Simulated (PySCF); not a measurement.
C8H11FO.
Numbering: `[CH3:1][C@@:2]12[CH2:3][CH2:4][C@@:5]([F:6])([CH2:7]1)[C:8](=[O:9])[CH2:10]2` (hydrogens: H11, H12, H13 on C1; H14, H15 on C3; H16, H17 on C4; H18, H19 on C7; H20, H21 on C10)

Method: PySCF 2.14.0, PBE0-D3(BJ)/def2-SVP geometry optimisation, gas phase; density fitting, grid level 1; the optimiser is geomeTRIC in internal coordinates, started from a GFN2-xTB structure with every atom displaced at random (about 0.01 Å).

Step 0: E = -13215.3817 eV
```
atom  x, y, z in Å  |  force x, y, z in eV/Å
C1      2.1453   -0.2027    0.6065   -2.001   1.885   0.241
C2      0.6812   -0.0537    0.1366    1.086  -0.187   0.539
C3     -0.1592   -1.3483    0.2466    1.268  -0.081   0.442
C4     -1.5631   -0.8570    0.1726   -2.065   0.153   0.104
C5     -1.4369    0.6620    0.0449   -0.088   0.800   0.837
F6     -2.5711    1.3655    0.3813    0.572  -0.532  -0.427
C7     -0.1861    0.9427    0.9066   -0.790  -0.650  -0.410
C8     -0.9073    0.8991   -1.3684   -0.256  -0.320   1.260
O9     -1.5360    1.2870   -2.2975   -0.452   0.478  -1.049
C10     0.5266    0.4592   -1.2913    0.024   0.038  -0.138
H11     2.1533   -0.5037    1.6486    0.188  -0.311   0.445
H12     2.6444    0.7789    0.5283    0.096  -0.171  -0.005
H13     2.6264   -0.8965   -0.0158    1.128  -1.364  -0.954
H14     0.0439   -1.8357    1.2138    0.050  -0.044  -0.073
H15     0.1007   -2.0577   -0.5413    0.095  -0.215  -0.185
H16    -2.1589   -1.0687    1.0902    0.240   0.090  -0.331
H17    -2.1407   -1.2572   -0.6750   -0.024  -0.096   0.054
H18    -0.3514    0.6827    1.9565    0.011  -0.101   0.201
H19     0.1401    1.9691    0.8384    0.309   0.712  -0.080
H20     0.7311   -0.2745   -2.0609    0.231  -0.422  -0.466
H21     1.1466    1.3317   -1.4976    0.376   0.335  -0.003
```

**Question.** Estimate the geometry and energy of step 1. (The exact step hangs on the optimiser's Hessian estimate; all steps are aligned on step 0, rigid shifts and turns removed.)

**Answer.** E = -13215.5810 eV, largest force 0.470 eV/Å
```
atom  x, y, z in Å  |  force x, y, z in eV/Å
C1      2.1227   -0.1830    0.6033    0.120  -0.355  -0.283
C2      0.6896   -0.0496    0.1430   -0.072   0.007  -0.059
C3     -0.1426   -1.3474    0.2573   -0.173   0.010  -0.055
C4     -1.6122   -0.8593    0.1943    0.331   0.010   0.006
C5     -1.4526    0.6633    0.0508   -0.045  -0.143  -0.201
F6     -2.5884    1.3497    0.3013   -0.079   0.115   0.161
C7     -0.2148    0.9429    0.8991    0.057   0.176   0.093
C8     -0.9172    0.9001   -1.3573    0.036   0.030  -0.213
O9     -1.5255    1.3341   -2.2976    0.051  -0.038   0.173
C10     0.5378    0.4636   -1.3017   -0.020   0.017  -0.036
H11     2.1738   -0.5478    1.6405    0.032   0.003   0.010
H12     2.6568    0.7749    0.5444    0.034   0.082   0.008
H13     2.6625   -0.9097   -0.0480   -0.165   0.259   0.305
H14     0.0653   -1.8492    1.2126    0.027  -0.024   0.041
H15     0.1068   -2.0578   -0.5448    0.013  -0.014   0.000
H16    -2.1498   -1.0496    1.1326   -0.068  -0.020   0.052
H17    -2.1953   -1.2967   -0.6260   -0.048   0.001  -0.044
H18    -0.3610    0.6770    1.9576    0.002   0.001   0.000
H19     0.1289    1.9905    0.8325   -0.030  -0.094  -0.006
H20     0.7695   -0.2716   -2.0883    0.010  -0.009   0.034
H21     1.1745    1.3477   -1.4827   -0.014  -0.014   0.014
```

The energy changes by -0.1993 eV. The first-order estimate −F·Δx gives -0.4788 eV and the mean of the old and new forces, exact on a quadratic surface, -0.2054 eV. The step makes an angle of 61° with the force vector and moves no atom by more than 0.083 Å.

The cost below is that of the whole optimisation. Time: 2.3 min wall; peak memory 0.87 GiB. Hardware: one thread, Arm Neoverse V1 (aarch64), no GPU, shared host with 32 logical CPUs at a one-minute load of 19.
